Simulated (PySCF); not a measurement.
## Worked example: entropy of an ideal gas

selenium dioxide anion (O₂Se), SMILES O=[Se]=O (connectivity only; charge and spin as stated), charge -1, multiplicity 2.

Coordinates come from a TPSSh-D3(BJ)/def2-SVPD optimisation. The multiplicity is an assumed one; other spin states were not compared.

TPSSh-D3(BJ)/def2-SVPD in PySCF 2.14.0 gives the harmonic wavenumbers 314, 799, 811 cm⁻¹ and the rotational temperatures 1.2056, 0.3801, 0.2890 K. The molar mass is 110.97 g/mol, the symmetry number 2, the spin multiplicity 2.

Question: Work out the entropy at 298.15 K and 1 atm in the rigid-rotor, harmonic-oscillator model.

Answer: 
Translation (Sackur–Tetrode at 1 atm): S = R[1.5 ln M + 2.5 ln T − 1.16487] = 167.5 J/(mol K).
Rotation: q = (√π/σ) T^1.5/√(θA θB θC) = 12500, S = R[ln q + 3/2] = 90.9 J/(mol K).
Vibration: with u = 1.4388 ν/T, each mode gives R[u/(e^u − 1) − ln(1 − e^−u)]:
| ν (cm⁻¹) | modes | u | S (J/(mol K)) |
|---|---|---|---|
| 314 | 1 | 1.52 | 5.61 |
| 799 | 1 | 3.86 | 0.87 |
| 811 | 1 | 3.91 | 0.83 |
These are all the modes. Sum 7.3 J/(mol K).
Spin: R ln 2 = 5.8 J/(mol K).
Total 271.5 J/(mol K); the program's own thermochemistry gives 271.5. Translation makes up 62 % and vibration 3 %. Anharmonicity, hindered rotation and orbital degeneracy are left out.
